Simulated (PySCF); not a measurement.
C$_{2}$H$_{6}$AlF, charge -1, doublet, at a GFN2-xTB geometry (such geometries of metal compounds can be far from the true shape) (a state made from the parent by changing its charge; the spin is typed, not shown lowest) (in this run its highest filled SCF level lies above zero, so its values depend strongly on the basis, on diffuse functions most of all), atoms displaced at random by about 0.08 Å a coordinate. Base run: PySCF with B3LYP/6-31G, gradient.

Here is a job for PySCF.
```python
from pyscf import gto, scf, dft

mol = gto.Mole()
mol.atom = '''
    Al   -0.155221   -0.372528   -0.302068
    C     1.728335   -0.028457   -0.327420
    H     2.402830   -1.091965   -0.176356
    H     2.229693    0.694318   -0.120365
    H     2.015154    0.064252   -1.540602
    C    -0.646099   -0.348042    1.665267
    H    -1.675007   -0.527727    2.010047
    H    -0.061139    0.349911    2.421442
    H    -0.037045   -1.244398    1.959075
    F    -0.929992    1.089516   -0.780396
'''
mol.basis = '6-31g'
mol.charge = -1
mol.spin = 1
mol.verbose = 4
mol.build()

mf = dft.UKS(mol)
mf.xc = 'b3lyp'
mf.kernel()
g = mf.nuc_grad_method()
grad = g.kernel()
```

The coordinate followed is x of atom 6.

The base run was repeated with changes; each row names its change, and settings that it needs were set with it.

```tsv
change	dE/dx (Eh/bohr)	net force (Eh/bohr)
base	-0.039782	0.000208
grids.level = 0; grid_response = on	-0.041189	0.000000
finite difference step (bohr) = 1e-4; conv_tol = 1e-11	-0.039779	-
grids.level = 1; grid_response = off	-0.039744	0.000292
finite difference step (bohr) = 0.2; conv_tol = 1e-11	-0.045198	-
finite difference step (bohr) = 0.05; conv_tol = 1e-11	-0.040115	-
conv_tol = 1e-4	-0.039837	0.000208
grids.level = 1; grid_response = on	-0.039724	0.000000
conv_tol = 1e-11	-0.039782	0.000208
grid_response = on	-0.039779	0.000000
finite difference step (bohr) = 1e-5; conv_tol = 1e-11	-0.039779	-
grids.level = 5; grid_response = on	-0.039776	0.000000
```

The net force is zero for an exact gradient.

Open shells are given as the SCF converged; they aren't shown to be the lowest states, and a large step between rows can be another state.
